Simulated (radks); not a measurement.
Fractional charge and spin in the 2s shell of magnesium: the spin-up occupation runs from 0 to 1 and the spin-down occupation from 0 to 1; the fullest corner is Mg3+, [He] 2p(up 2.5, down 2.5) 2s(up 1, down 1). Method: scalar-relativistic Kohn-Sham, PBE, spin-polarised, spherical densities, finite nucleus; Fermi nuclear charge, rms radius of each element as measured or else 0.836 A^(1/3) + 0.57 fm; computed with a radial shooting solver on a logarithmic mesh with Libxc functionals. Energy (eV) above the fullest corner. The planes named below are the two flat planes that join the four corners, with an edge along up + down = one added electron.

down \ up        0     0.25      0.5     0.75        1
0          320.295  273.183  228.015  184.781  143.468
0.25       273.183  228.242  185.218  144.099  104.871
0.5        228.015  185.218  144.308  105.275   68.103
0.75       184.781  144.099  105.275   68.298   33.152
1          143.468  104.871   68.103   33.152    0.000

Corners above the fullest one (they belong to Mg4+ and the next ion): (up 1, down 0) 143.47 eV, (up 0, down 1) 143.47 eV, (up 0, down 0) 320.30 eV. With half an added electron in each spin the energy lies 0.840 eV from the planes, and with half an added electron in spin up alone -3.866 eV. The planes are only a guide here: the flat-plane condition holds for ground states with one frontier orbital, while this shell lies below other occupied shells, so the corners above the fullest one are inner-hole states and not the ground states of those ions.
